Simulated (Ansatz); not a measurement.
Species: BH2S, charge 0, doublet. BH2S (SMILES [BH]S, doublet).
B3LYP-D3(BJ)/def2-TZVP minimum from Ansatz (a program for electronic structure):
```xyz
4

B      0.2427    -0.7824     0.9627
H     -0.5037    -1.4518     1.5900
S      0.0372     0.3185    -0.3639
H     -1.3051     0.2677    -0.5810
```
Charge 0, spin multiplicity 2.

Total energies in cc-pV(D+d)Z, 11 correlated electrons, 6 frozen orbitals. Open shells are spin-unrestricted; no spin-orbit coupling. Correlated methods leave the cores frozen. No relativity.

| method | program | energy (Eh) | minus CCSDTQ (mEh) |
|---|---|---|---|
| HF | Ansatz | -423.34209 | 239.99 |
| MP2 | Ansatz | -423.54179 | 40.29 |
| CCSD | Ansatz | -423.57328 | 8.79 |
| CCSD(T) | Ansatz | -423.58058 | 1.50 |
| CCSDT(Q) | Ansatz | -423.58209 | -0.01 |
| CCSDTQ | Ansatz | -423.58208 | 0.00 |

Rough core times of Ansatz's runs on a shared machine: CCSD(T) under 20 s, CCSDT(Q) 70 s, CCSDTQ 70 min.
